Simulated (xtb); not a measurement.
CH4O, charge +1, doublet, geometry from GFN2-xTB (a state made from the parent by changing its charge; the spin is typed, not shown lowest); GFN2-xTB run with xtb 6.7.1.

The xtb input:
```
$ xtb mol.xyz --gfn 2 --chrg 1 --uhf 1 --acc 0.1 --json

# file mol.xyz
6

C     -0.58924205     0.11269574     0.15236737
O      0.62913231    -0.21664733    -0.25158422
H     -0.71738938     0.13340246     1.27065929
H     -1.33523873    -0.50978228    -0.36016497
H     -0.83780504     1.20707764     0.00976305
H      1.39282700     0.22630639     0.17821211
```

Output, abridged:

```
   ID    Z sym.   atoms
    1    6 C      1
    2    8 O      2
    3    1 H      3-6

           -------------------------------------------------
          |                Calculation Setup                |
           -------------------------------------------------

           -------------------------------------------------
          |                 G F N 2 - x T B                 |
           -------------------------------------------------

          ...................................................
          :                      SETUP                      :
          :.................................................:
          :  # basis functions                  12          :
          :  # atomic orbitals                  12          :
          :  # shells                            8          :
          :  # electrons                        13          :
          :  max. iterations                   250          :
          :  Hamiltonian                  GFN2-xTB          :
          :  restarted?                      false          :
          :  GBSA solvation                  false          :
          :  PC potential                    false          :
          :  electronic temp.          300.0000000     K    :
          :  accuracy                    0.1000000          :
          :  -> integral cutoff          0.3500000E+02      :
          :  -> integral neglect         0.1000000E-08      :
          :  -> SCF convergence          0.1000000E-06 Eh   :
          :  -> wf. convergence          0.1000000E-04 e    :
          :  Broyden damping             0.4000000          :
          :  net charge                          1          :
          :  unpaired electrons                  1          :
          ...................................................

 iter      E             dE          RMSdq      gap      omega  full diag
   1     -7.7311912 -0.773119E+01  0.337E+00   13.54       0.0  T
   2     -7.7348774 -0.368617E-02  0.217E+00   13.41       1.0  T
   3     -7.7347346  0.142724E-03  0.639E-01   13.35       1.0  T
   4     -7.7357908 -0.105615E-02  0.187E-01   13.32       1.0  T
   5     -7.7358007 -0.988724E-05  0.333E-02   13.35       1.2  T
   6     -7.7358019 -0.121008E-05  0.112E-02   13.35       3.7  T
   7     -7.7358019 -0.709859E-07  0.192E-03   13.35      21.3  T
   8     -7.7358020 -0.208192E-08  0.591E-04   13.35      69.1  T
   9     -7.7358020 -0.901759E-10  0.117E-04   13.35     349.3  T
  10     -7.7358020 -0.956479E-11  0.459E-05   13.35     889.2  T
  11     -7.7358020 -0.610978E-11  0.204E-05   13.35    2003.2  T

   *** convergence criteria satisfied after 11 iterations ***

         :::::::::::::::::::::::::::::::::::::::::::::::::::::
         ::                     SUMMARY                     ::
         :::::::::::::::::::::::::::::::::::::::::::::::::::::
         :: total energy              -7.666556435451 Eh    ::
         :: gradient norm              0.000030506128 Eh/a0 ::
         :: HOMO-LUMO gap             13.352214414584 eV    ::
         ::.................................................::
         :: SCC energy                -7.735801918123 Eh    ::
         :: -> isotropic ES            0.133168244374 Eh    ::
         :: -> anisotropic ES         -0.009370924446 Eh    ::
         :: -> anisotropic XC          0.002603597969 Eh    ::
         :: -> dispersion             -0.000719952700 Eh    ::
         :: repulsion energy           0.069245482672 Eh    ::
         :: add. restraining           0.000000000000 Eh    ::
         :: total charge               1.000000000000 e     ::
         :::::::::::::::::::::::::::::::::::::::::::::::::::::

           -------------------------------------------------
          |                Property Printout                |
           -------------------------------------------------

    * Orbital Energies and Occupations

         #    Occupation            Energy/Eh            Energy/eV
      -------------------------------------------------------------
         1        2.0000           -1.0068437             -27.3976
         2        2.0000           -0.9250416             -25.1717
         3        2.0000           -0.8735774             -23.7713
         4        2.0000           -0.8334301             -22.6788
         5        2.0000           -0.8186745             -22.2773
         6        2.0000           -0.7323315             -19.9278
         7        1.0000           -0.6955461             -18.9268 (HOMO)
         8                         -0.2048613              -5.5746 (LUMO)
         9                         -0.1566395              -4.2624
        10                         -0.1442546              -3.9254
        11                         -0.0656058              -1.7852
        12                          0.0414726               1.1285
      -------------------------------------------------------------
                  HL-Gap            0.4906849 Eh           13.3522 eV
             Fermi-level           -0.5820713 Eh          -15.8390 eV

     #   Z          covCN         q      C6AA      α(0)
     1   6 C        3.613     0.022    20.689     6.565
     2   8 O        1.657    -0.128    16.254     5.442
     3   1 H        0.918     0.244     0.902     1.486
     4   1 H        0.923     0.197     1.116     1.652
     5   1 H        0.917     0.267     0.816     1.413
     6   1 H        0.803     0.398     0.488     1.097

 Mol. C6AA /au·bohr⁶  :        147.707303
 Mol. C8AA /au·bohr⁸  :       3022.987676
 Mol. α(0) /au        :         17.655286

Wiberg/Mayer (AO) data.
largest (>0.10) Wiberg bond orders for each atom

 ---------------------------------------------------------------------------
     #   Z sym  total        # sym  WBO       # sym  WBO       # sym  WBO
 ---------------------------------------------------------------------------
     1   6 C    3.839 --     2 O    1.368     4 H    0.936     3 H    0.784
                             5 H    0.748
     2   8 O    2.356 --     1 C    1.368     6 H    0.819
     3   1 H    0.922 --     1 C    0.784
     4   1 H    0.961 --     1 C    0.936
     5   1 H    0.899 --     1 C    0.748
     6   1 H    0.841 --     2 O    0.819
 ---------------------------------------------------------------------------

Topologies differ in total number of bonds
Writing topology from bond orders to xtbtopo.mol

molecular dipole:
                 x           y           z       tot (Debye)
 q only:       -0.377       0.708       0.658
   full:       -0.292       0.887       0.831       3.178
molecular quadrupole (traceless):
                xx          xy          yy          xz          yz          zz
 q only:        3.399      -0.095      -1.607      -0.068       0.482      -1.792
  q+dip:        2.884       0.552      -1.301       0.706       0.400      -1.583
   full:        3.094       0.382      -1.407       0.506       0.140      -1.687

           -------------------------------------------------
          | TOTAL ENERGY               -7.666556435451 Eh   |
          | GRADIENT NORM               0.000030506128 Eh/α |
          | HOMO-LUMO GAP              13.352214414584 eV   |
           -------------------------------------------------

normal termination of xtb
```
